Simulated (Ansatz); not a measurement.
A made-up structure of CH2BGe, doublet:

```csv
atom,x (Å),y (Å),z (Å)
B1,0.3491,-1.2375,2.4525
C2,0.1579,-0.5619,1.1118
Ge3,-0.0888,0.3145,-0.6234
H4,-0.7994,-0.4477,-1.9879
H5,0.3811,1.9326,-0.9530
```

It is relaxed with PBE-D4/def2-SVP and then PBE0-D4/def2-TZVP (Ansatz 0.2.0). Atoms count as bonded within 1.22 times the sum of their covalent radii (H–H: 0.88 Å). The end point is not checked to be a true minimum.

Task: Does its bonding change? (A judgement: the text doesn't fix the answer.)

Result: By the calculation: No: no bond forms or breaks.

Where it ends: The first stage lowers the energy by 1.22 eV in 4 steps. It ends as CH₂BGe ([B][C][GeH2]):
```tsv
atom	x (Å)	y (Å)	z (Å)
B1	0.3117	-1.1049	2.1898
C2	0.1410	-0.5018	0.9926
Ge3	-0.0792	0.2808	-0.5566
H4	-0.7137	-0.3997	-1.7748
H5	0.3403	1.7256	-0.8510
```

Labels in which every atom is bracketed show which atoms are joined, not bond orders.

For scale, one of the runs: PBE0-D4/def2-TZVP relaxation, 122 basis functions, launched by `ansatz run in.yaml --threads 2 --pin off --events-out ev --progress --plain --max-ram 4352MiB`. Hardware: 2 CPU threads of an Arm Neoverse V2, shared host. Wall time about 20 s.
